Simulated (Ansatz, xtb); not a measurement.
Spectroscopic constants of AlS, multiplicity 2 (the spin of the measured ground state).

Constants: fifth-degree fit in 1/R to seven points, most abundant isotopes. Runs in def2 and cc sets follow the lowest solution found near the PBE0 minimum.

Correlated levels freeze the cores. CBS: X⁻³ extrapolation of the correlation energy, Hartree–Fock from the larger set.

Run with Ansatz (a program for electronic structure) with Gaussian orbitals; xtb for the GFN methods. Each number belongs to the level named beside it. The GFN methods have no spin term and hold the electronic entropy of 300 K.

D_e counts from each atom's lowest state at the same level, without counterpoise or zero-point energy.

| level | r_e (Å) | ω_e (cm⁻¹) | ω_e x_e (cm⁻¹) | D_e (eV) | dipole (D) |
|---|---|---|---|---|---|
| GFN1-xTB | 2.074 | 619 | 3.5 | - | - |
| B97M-V/def2-TZVPP | 2.028 | [?] | 3.1 | 4.52 | 3.85 |
| B3LYP/def2-TZVPP | 2.045 | 595 | 3.4 | 4.10 | 3.75 |
| BHLYP/def2-TZVPP | 2.029 | 608 | 4.1 | 3.81 | 4.09 |
| B2PLYP/def2-TZVPP | 2.040 | 620 | 3.1 | 4.14 | - |
| CCSD/def2-TZVPP | 2.042 | 601 | 3.7 | 3.72 | - |
| CCSD(T)/aug-cc-pV(Q+d)Z | 2.039 | 622 | 3.3 | 4.16 | - |
| CCSD(T)/CBS(aug-cc-pV(T+d)Z, aug-cc-pV(Q+d)Z) | [?] | [?] | 3.2 | - | - |

Problem. Fill in the missing entries.

Solution. 
- CCSD(T)/CBS(aug-cc-pV(T+d)Z, aug-cc-pV(Q+d)Z), r_e (Å): 2.034
- CCSD(T)/CBS(aug-cc-pV(T+d)Z, aug-cc-pV(Q+d)Z), ω_e (cm⁻¹): 629
- B97M-V/def2-TZVPP, ω_e (cm⁻¹): 630

Measured for the ground state: r_e 2.029 Å [Huber and Herzberg (1979), NIST Chemistry WebBook]. ω_e 617.12 cm-1, ω_e x_e 3.331 cm-1, B_e 0.28004 cm-1, α_e 0.0017822 cm-1 [Irikura, J. Phys. Chem. Ref. Data 36, 389 (2007)].
